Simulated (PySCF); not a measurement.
A calculated (UHF, PySCF 2.14, x2c-TZVPPall with one added diffuse shell each of s, p, d, f type, the spin-free X2C one-electron Hamiltonian (Gaussian nucleus)) atom or ion has these occupied shells.

```csv
shell,electrons,orbital energy (eV),"rms radius, mean of both spins (bohr)"
1s β,1,-65681.8,0.0215
1s α,1,-65681.7,0.0215
2s α,1,-11366.9,0.0869
2s β,1,-11366.7,0.0869
2p α,3,-10004.1,0.0788
2p β,3,-10003.9,0.0788
3s β,1,-2647.7,0.222
3s α,1,-2647.6,0.222
3p β,3,-2231.4,0.224
3p α,3,-2231.4,0.224
3d α,5,-1723.4,0.205
3d β,5,-1723.3,0.205
4s α,1,-561.64,0.498
4s β,1,-561.59,0.498
4p α,3,-422.03,0.530
4p β,3,-421.96,0.530
4d α,5,-235.50,0.577
4d β,5,-235.32,0.577
5s α,1,-77.709,1.23
5s β,1,-75.707,1.23
5p α,3,-42.618,1.46
5p β,3,-38.950,1.46
4f α,7,-28.173,0.751
4f β,7,-27.980,0.751
5d α,4,-4.640,3.10
```

Name the element and its charge.

Hf (hafnium, neutral), in [Xe] 4f14 5d4, high-spin 5D determinant (an excited configuration).
